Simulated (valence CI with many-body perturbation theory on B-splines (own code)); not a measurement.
**Forbidden lines of Rh¹²⁺**

Computed by valence CI with perturbative core correlation (CI+MBPT): five valence electrons over a frozen Dirac-Fock core [Ar] 3d10, radial functions for each j: 11 s, 11 p, 10 d, 8 f, 5 g, 2 h, with the one-electron correlation potential Σ1 (screened to all orders), the two-electron term Σ2, the three-electron term Σ3, Breit, model QED; selected single and double excitations, second order for the rest, scaled by the run's own slope (own B-spline code, finite nucleus).

No measured spectrum was set against this ion. As an estimate, levels hold to about 250 cm⁻¹ or 0.2 % of their energy and the worst to 1 %, as in measured heavy ions of charge 2 to 7; those with d or f electrons hold less well. Among the levels kept, up to 2500 cm⁻¹ of a level comes from second order outside the variational space, and about a tenth of that is noise between levels of different J, which matters for small intervals.

Lines 1 to 21 of 21 in falling wavelength, among levels below 1030900 cm⁻¹, chosen from the decays that carry over 1 % of a level's rate. Wavelengths and rates use the calculated energies, so an error of 900 cm⁻¹ moves a line at 278.6 nm by 2.5 % and its rate by three times that or more. Electric multipoles are in the length gauge, E1 and E2 with the static RPA response of the core. Weak lines are less certain than strong ones. Lines between different terms over intervals too small for the method are left out, as are lines whose strength nearly cancels. Branching is blank where the lifetime is uncertain.

Names give the largest LS component (configuration and term), which can be under half, so a name can repeat, a term be missing and a line seem to break the LS rules; names also repeat where a configuration has a term twice. Letters in brackets count levels of one name in rising energy.

| λ vac (nm) | Upper | Lower | Type | A (s⁻¹) | Branch % |
| --- | --- | --- | --- | --- | --- |
| 752.9 | 4s²4p³ ²D°_5/2 | 4s²4p³ ²D°_3/2 | M1 | 1.69e+01 | 13.3 |
| 728.1 | 4s²4p²4d ⁴F_9/2 | 4s²4p²4d ⁴F_7/2 | M1 | 5.24e+01 |  |
| 459.5 | 4s²4p²4d ²G_9/2 | 4s²4p²4d ²G_7/2 [a] | M1 | 7.56e+01 | 4.7 |
| 353.3 | 4s²4p³ ²P°_3/2 | 4s²4p³ ²P°_1/2 | M1 | 1.39e+02 | 3.6 |
| 278.6 | 4s²4p³ ²D°_3/2 | 4s²4p³ ⁴S°_3/2 | M1 | 7.02e+02 | 99.9 |
| 273.5 | 4s²4p³ ²P°_1/2 | 4s²4p³ ²D°_3/2 | M1 | 1.05e+02 | 6.9 |
| 203.3 | 4s²4p³ ²D°_5/2 | 4s²4p³ ⁴S°_3/2 | M1 | 1.07e+02 | 84.2 |
| 203.3 | 4s²4p³ ²D°_5/2 | 4s²4p³ ⁴S°_3/2 | E2 | 3.16e+00 | 2.5 |
| 202.8 | 4s²4p²4d ²G_9/2 | 4s²4p²4d ⁴F_9/2 | M1 | 6.49e+02 | 39.9 |
| 193.8 | 4s²4p³ ²P°_3/2 | 4s²4p³ ²D°_5/2 | M1 | 5.58e+02 | 14.6 |
| 177.2 | 4s²4p²4d ²G_9/2 | 4s²4p²4d ²F_7/2 [a] | M1 | 2.21e+01 | 1.4 |
| 158.6 | 4s²4p²4d ²G_9/2 | 4s²4p²4d ⁴F_7/2 | M1 | 6.16e+02 | 37.9 |
| 154.1 | 4s²4p³ ²P°_3/2 | 4s²4p³ ²D°_3/2 | M1 | 2.51e+03 | 65.8 |
| 138.0 | 4s²4p³ ²P°_1/2 | 4s²4p³ ⁴S°_3/2 | M1 | 1.40e+03 | 92.2 |
| 99.24 | 4s²4p³ ²P°_3/2 | 4s²4p³ ⁴S°_3/2 | M1 | 5.78e+02 | 15.2 |
| 81.92 | 4s²4p²4d ⁴F_9/2 | 4s4p⁴ ²D_5/2 | E2 | 8.42e+00 |  |
| 58.35 | 4s²4p²4d ²G_9/2 | 4s4p⁴ ²D_5/2 | E2 | 4.51e+01 | 2.8 |
| 50.61 | 4s²4p²4d ⁴F_9/2 | 4s4p⁴ ⁴P_5/2 | E2 | 1.18e+02 |  |
| 40.50 | 4s²4p²4d ²G_9/2 | 4s4p⁴ ⁴P_5/2 | E2 | 2.00e+02 | 12.3 |
| 23.13 | 4s²4p²4d ⁴F_9/2 | 4s²4p³ ²D°_5/2 | M2 | 1.30e+02 |  |
| 20.76 | 4s²4p²4d ⁴F_9/2 | 4s²4p³ ⁴S°_3/2 | E3 | 5.16e+00 |  |
